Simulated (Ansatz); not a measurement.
Calculated with Ansatz (gas phase, PBE0-D4/def2-TZVP geometries, no zero-point term in ΔE). CBS: MP2 limit from def2 TZ/QZ plus the TZ coupled-cluster correction, frozen cores. DFT in def2-TZVPP. B3LYP here is the variant with VWN-RPA as its local correlation; programs differ in this. One conformer a species, not always the lowest.

Consider the isomerisation: `C=C1O[Si]1(C)N` → `C[SiH2]C1N=CO1`.

```csv
level,ΔE (kcal/mol),difference from CCSD(T)/CBS
PBE-D4,45.5,-3.1
r2SCAN-D4,49.7,1.1
PBE0-D4,46.5,-2.1
B3LYP-D4,49.1,0.5
ωB97X-V,44.5,-4.1
ωB97M-V,48.0,-0.6
B2PLYP,48.8,0.2
PBE,45.5,-3.1
r2SCAN,49.7,1.1
PBE0,46.4,-2.2
B3LYP,49.1,0.5
HF/def2-TZVPP,46.9,-1.7
MP2/def2-TZVPP,48.5,-0.1
SCS-MP2/def2-TZVPP,46.5,-2.1
CCSD/def2-TZVPP,46.8,-1.8
CCSD(T)/def2-TZVPP,46.1,-2.5
HF/def2-QZVPP,47.5,-1.1
MP2/def2-QZVPP,50.1,1.5
SCS-MP2/def2-QZVPP,48.1,-0.5
HF/CBS(def2),47.5,-1.1
MP2/CBS(def2),51.0,2.4
CCSD/CBS(def2),49.3,0.7
CCSD(T)/CBS,48.6,0
```

Largest T1 diagnostic among the species: 0.014.

From PBE to PBE0 (25 % exact exchange), in def2-TZVPP and without D4, ΔE moves by +0.9 kcal/mol.
